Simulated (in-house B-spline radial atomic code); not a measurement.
Spin-orbit splittings of orbital energies (j = l + 1/2 less j = l - 1/2) and ratios of mean radii (lower j over upper j) along the 34-electron series, configuration [Ar] 3d10 4s2 4p4. Computed with an all-electron radial atomic-structure program (B-spline basis): Dirac-Hartree-Fock, average of the configuration, finite nuclei.

```json
{"ion": "Se", "Z": "34", "splitting of 3p (eV)": "6.2217", "radius ratio of 3p": "0.98339", "splitting of 4p (eV)": "0.41046", "radius ratio of 4p": "0.98067", "splitting of 3d (eV)": "0.96928", "radius ratio of 3d": "0.99329"}
{"ion": "Br+", "Z": "35", "splitting of 3p (eV)": "7.2243", "radius ratio of 3p": "0.98268", "splitting of 4p (eV)": "0.59877", "radius ratio of 4p": "0.9831", "splitting of 3d (eV)": "1.1618", "radius ratio of 3d": "0.99326"}
{"ion": "Kr2+", "Z": "36", "splitting of 3p (eV)": "8.3538", "radius ratio of 3p": "0.98195", "splitting of 4p (eV)": "0.82771", "radius ratio of 4p": "0.98394", "splitting of 3d (eV)": "1.3827", "radius ratio of 3d": "0.99318"}
{"ion": "Rb3+", "Z": "37", "splitting of 3p (eV)": "9.6208", "radius ratio of 3p": "0.9812", "splitting of 4p (eV)": "1.099", "radius ratio of 4p": "0.9842", "splitting of 3d (eV)": "1.6345", "radius ratio of 3d": "0.99305"}
{"ion": "Sr4+", "Z": "38", "splitting of 3p (eV)": "11.036", "radius ratio of 3p": "0.98042", "splitting of 4p (eV)": "1.4158", "radius ratio of 4p": "0.98418", "splitting of 3d (eV)": "1.9198", "radius ratio of 3d": "0.99289"}
{"ion": "Zr6+", "Z": "40", "splitting of 3p (eV)": "14.359", "radius ratio of 3p": "0.97878", "splitting of 4p (eV)": "2.2012", "radius ratio of 4p": "0.98369", "splitting of 3d (eV)": "2.6019", "radius ratio of 3d": "0.99246"}
{"ion": "Nb7+", "Z": "41", "splitting of 3p (eV)": "16.29", "radius ratio of 3p": "0.97792", "splitting of 4p (eV)": "2.6784", "radius ratio of 4p": "0.9833", "splitting of 3d (eV)": "3.0047", "radius ratio of 3d": "0.99221"}
{"ion": "Mo8+", "Z": "42", "splitting of 3p (eV)": "18.419", "radius ratio of 3p": "0.97704", "splitting of 4p (eV)": "3.2179", "radius ratio of 4p": "0.98286", "splitting of 3d (eV)": "3.4526", "radius ratio of 3d": "0.99194"}
{"ion": "Tc9+", "Z": "43", "splitting of 3p (eV)": "20.759", "radius ratio of 3p": "0.97612", "splitting of 4p (eV)": "3.8248", "radius ratio of 4p": "0.98236", "splitting of 3d (eV)": "3.9491", "radius ratio of 3d": "0.99165"}
{"ion": "Ru10+", "Z": "44", "splitting of 3p (eV)": "23.325", "radius ratio of 3p": "0.97518", "splitting of 4p (eV)": "4.5041", "radius ratio of 4p": "0.98182", "splitting of 3d (eV)": "4.4973", "radius ratio of 3d": "0.99135"}
{"ion": "Rh11+", "Z": "45", "splitting of 3p (eV)": "26.131", "radius ratio of 3p": "0.97421", "splitting of 4p (eV)": "5.2613", "radius ratio of 4p": "0.98124", "splitting of 3d (eV)": "5.1008", "radius ratio of 3d": "0.99102"}
{"ion": "Pd12+", "Z": "46", "splitting of 3p (eV)": "29.192", "radius ratio of 3p": "0.97321", "splitting of 4p (eV)": "6.1021", "radius ratio of 4p": "0.98062", "splitting of 3d (eV)": "5.7631", "radius ratio of 3d": "0.99069"}
{"ion": "Ag13+", "Z": "47", "splitting of 3p (eV)": "32.526", "radius ratio of 3p": "0.97218", "splitting of 4p (eV)": "7.0322", "radius ratio of 4p": "0.97998", "splitting of 3d (eV)": "6.488", "radius ratio of 3d": "0.99034"}
{"ion": "Cd14+", "Z": "48", "splitting of 3p (eV)": "36.149", "radius ratio of 3p": "0.97113", "splitting of 4p (eV)": "8.058", "radius ratio of 4p": "0.9793", "splitting of 3d (eV)": "7.2793", "radius ratio of 3d": "0.98998"}
{"ion": "In15+", "Z": "49", "splitting of 3p (eV)": "40.078", "radius ratio of 3p": "0.97004", "splitting of 4p (eV)": "9.1859", "radius ratio of 4p": "0.97859", "splitting of 3d (eV)": "8.141", "radius ratio of 3d": "0.9896"}
{"ion": "Sn16+", "Z": "50", "splitting of 3p (eV)": "44.332", "radius ratio of 3p": "0.96893", "splitting of 4p (eV)": "10.422", "radius ratio of 4p": "0.97786", "splitting of 3d (eV)": "9.0771", "radius ratio of 3d": "0.98921"}
{"ion": "Sb17+", "Z": "51", "splitting of 3p (eV)": "48.93", "radius ratio of 3p": "0.96778", "splitting of 4p (eV)": "11.775", "radius ratio of 4p": "0.9771", "splitting of 3d (eV)": "10.092", "radius ratio of 3d": "0.98881"}
{"ion": "Te18+", "Z": "52", "splitting of 3p (eV)": "53.893", "radius ratio of 3p": "0.96661", "splitting of 4p (eV)": "13.251", "radius ratio of 4p": "0.97631", "splitting of 3d (eV)": "11.189", "radius ratio of 3d": "0.9884"}
```

(1) With what power of Z does the column «splitting of 4p (eV)» change over this range?

## Answers

(1) A fit of the logarithm of its size against log Z from Z = 34 to 52 has slope 7.89. An unscreened hydrogenic electron would give 4 at low Z; screening makes the apparent power larger near the neutral end, and relativity raises it again at high Z.
